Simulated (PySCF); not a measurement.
Compound: C₇H₉NO (charge -1 and doublet state).
Structure used (GFN2-xTB), in Å, numbered top down from 1:
```xyz
18
C7H9NO angstrom
C      2.5818   -0.5319   -0.3839
C      1.1512   -0.9416   -0.0256
O      0.9264   -2.1716    0.2727
C      0.2004    0.0899   -0.0581
C      0.3753    1.4589   -0.3775
C     -0.8632    2.0936   -0.2732
C     -1.7931    1.1569    0.1025
N     -1.1570   -0.0605    0.2344
C     -1.7919   -1.2815    0.6103
H      3.2267   -1.4076   -0.3200
H      2.9563    0.2327    0.3012
H      2.6346   -0.1296   -1.3986
H      1.3029    1.9264   -0.6545
H     -1.0647    3.1393   -0.4526
H     -2.8495    1.2503    0.2863
H     -2.5830   -1.5593   -0.1017
H     -1.0149   -2.0511    0.6176
H     -2.2470   -1.2070    1.6089
```

The hyperfine couplings belong to this conformer and change with its torsions.

As a line formula: `C[C]([O-])c1cccn1C` [radical] (charge -1).

The calculation used UKS B3LYP, pcH-1 on C H N O, non-relativistic, mean-field spin-orbit, GIAO (PySCF). Whether the extra electron is bound in the gas phase wasn't checked; a finite basis holds it in any case. A GFN2-xTB geometry isn't a minimum of the functional, and hyperfine couplings can be far from their values at a DFT geometry, by a factor of two or more for some ions and for spin on atoms past the first row. Stability of the SCF solution: not tested.

Principal values of hyperfine tensors in MHz (contact and dipolar terms together), for some of the nuclei:

```tsv
atom	isotope	A1	A2	A3	alike by the symmetry of this geometry
H12	1H	28.19	29.37	36.20	H11
O3	17O	-113.55	18.36	20.88	none
C4	13C	-26.17	-22.95	-20.84	none
C5	13C	0.27	0.89	50.88	none
C1	13C	-18.19	-17.69	-16.05	none
C6	13C	-28.42	-11.45	-11.12	none
H18	1H	13.08	14.47	18.15	H16
H13	1H	-22.65	-15.11	-7.19	none
```

(1) Split each tensor into its isotropic and traceless parts, and turn a_iso into mT with g = 2.0039.

(2) What spin density at the nucleus of H12 lies behind its contact coupling (g_N = 5.58569)?

(3) C2 (13C, g_N = 1.40482) isn't in the table. Its spin density at the nucleus is 0.01884 bohr⁻³. What is its contact coupling?

(4) Name the largest traceless tensor T of the table and describe it.

(5) In a single crystal, with the field along each principal axis of the tensor of H12 in turn, what first-order splitting does this nucleus give (isotropic g, quadrupole terms neglected)?

## Answers

(1) a_iso is a third of the trace, T = A − a_iso, and a(mT) = a(MHz)/(g × 13.996).

```
atom  a_iso (MHz)  a_iso (mT)      T1      T2     T3
 H12        31.26       1.114   -3.06   -1.89   4.95
  O3       -24.77      -0.883  -88.78   43.13  45.65
  C4       -23.32      -0.831   -2.85    0.37   2.48
  C5        17.35       0.618  -17.07  -16.46  33.53
  C1       -17.31      -0.617   -0.88   -0.38   1.26
  C6       -17.00      -0.606  -11.42    5.55   5.88
 H18        15.23       0.543   -2.15   -0.76   2.92
 H13       -14.98      -0.534   -7.67   -0.12   7.80
```

(2) a_FC = 800.24 MHz bohr³ × g_N × ρ(0)/(2S). With a_FC = 31.26 MHz and 2S = 1, ρ(0) = 0.006993 bohr⁻³. In magnitude that is 2.2 % of the 1/π = 0.318 of a free hydrogen atom.

(3) By the same relation, a_FC = 21.2 MHz. Its full tensor has the principal values -10.87, -8.55, 82.97 MHz.

(4) O3: -88.8, 43.1, 45.6 MHz, nearly axial, close to the ratio +1:+1:−2.

(5) 2 lines (I = 1/2), spaced by |A_i|/(g × 13.996): 1.01, 1.05, 1.29 mT along the axes of A1, A2 and A3.

The run took 2.1 min wall (with the writing of density and orbital grids) on one thread, Arm Neoverse V1 (aarch64), no GPU, shared host, and the process peaked at 1.2 GiB of memory.
